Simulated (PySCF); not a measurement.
## Radiative rates from a computed spectrum

Species: Ti(NCS)Me3, C4H9NSTi (singlet state).
Geometry (PBE0-D3(BJ)/def2-SVP, Å), atoms numbered from 1 in this order:
```
atom  x, y, z in Å
Ti1   -0.0004    0.0063    0.0496
N2     0.0059   -0.0003    1.9608
C3    -0.0011   -0.0282    3.1628
S4    -0.0084   -0.0634    4.7376
C5     1.8910   -0.0103   -0.7222
H6     1.8364   -0.1582   -1.8147
H7     2.4781   -0.8269   -0.2686
H8     2.3818    0.9549   -0.5077
C9    -0.9400    1.6540   -0.7121
H10   -0.8122    1.6750   -1.8083
H11   -0.5087    2.5700   -0.2737
H12   -2.0156    1.6052   -0.4697
C13   -0.9584   -1.6297   -0.7126
H14   -1.9762   -1.7043   -0.2935
H15   -0.3886   -2.5379   -0.4502
H16   -1.0181   -1.5401   -1.8111
```

Method used: PySCF, TDDFT CAM-B3LYP/def2-SVPD, vertical, gas phase, core orbitals frozen in the response.

For one non-degenerate pair of states in vacuum, A = 0.6670 f ν̃² s⁻¹ with ν̃ in cm⁻¹, τ = 1/A, |μ|² = 3f / (2ΔE) in atomic units, and the integrated cross-section is ∫σ dE = 109.76 f Mb·eV.

States that coincide in energy are taken one by one. These lifetimes count emission to the ground state at the vertical energy alone; relaxation of the geometry and all other decay channels are left out.

Energies and rates of the computed singlets with f of 0.002 or more:

| state | E (eV) | A (s⁻¹) |
| --- | --- | --- |
| S10 | 4.89 | 2.52×10⁶ |
| S11 | 4.89 | 2.60×10⁶ |
| S13 | 5.25 | 6.77×10⁸ |
| S14 | 5.35 | 1.02×10⁷ |
| S15 | 5.35 | 1.10×10⁷ |

Problem. Which f and |μ| stand behind these rates?

Solution. f = A / (0.6670 ν̃²), and |μ| follows from f:

```
state       f  |μ| (D)       τ                  main configurations (H = HOMO, L = LUMO)
  S10  0.0024     0.36  400 ns                                        H-3/H-2→L+4 (≥77%)
  S11  0.0025     0.37  380 ns                                        H-3/H-2→L+4 (≥78%)
  S13   0.567     5.34  1.5 ns                                        H-1/H→L/L+1 (≥75%)
  S14  0.0082     0.64   98 ns  H-3/H-2→L+2 (≥25%), H-3/H-2→L+3 (≥23%), H-1/H→L+2 (≥12%)
  S15  0.0089     0.66   91 ns  H-3/H-2→L+2 (≥28%), H-3/H-2→L+3 (≥19%), H-1/H→L+2 (≥12%)
```

Problem. By what factor does the largest A in the list exceed the smallest?

Solution. S13 has 270 times the rate of S10.

Problem. How much energy does a mole of photons resonant with S13 carry?

Solution. 5.247 eV × 96.485 = 506 kJ/mol (121 kcal/mol).

Problem. Which computed singlets stay under f = 0.002?

Solution. S1 (3.58 eV, f 0.0000), S2 (3.70 eV, f 0.0005), S3 (3.70 eV, f 0.0005), S4 (3.91 eV, f 0.0018), S5 (4.10 eV, f 0.0000), S6 (4.22 eV, f 0.0004), S7 (4.22 eV, f 0.0005), S8 (4.32 eV, f 0.0006), S9 (4.32 eV, f 0.0006) and S12 (5.11 eV, f 0.0000).
